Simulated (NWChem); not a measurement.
Species: LiCl; SMILES [Li][Cl]

```xyz
2

Li     0.0000     0.0000    -1.6867
Cl     0.0000     0.0000     0.3170
```
Atoms are numbered in this order, from 1.

Computed with NWChem. The geometry was optimised at PBE0/def2-SVP. GIAO values for the isolated, static molecule; σ is the absolute isotropic shielding.

Q: Predict the results for PBE/pcSseg-1. Quantities: σ Li1 (ppm); σ Cl2 (ppm).

A: 
- σ Li1 (ppm) = 87.3
- σ Cl2 (ppm) = 976.3
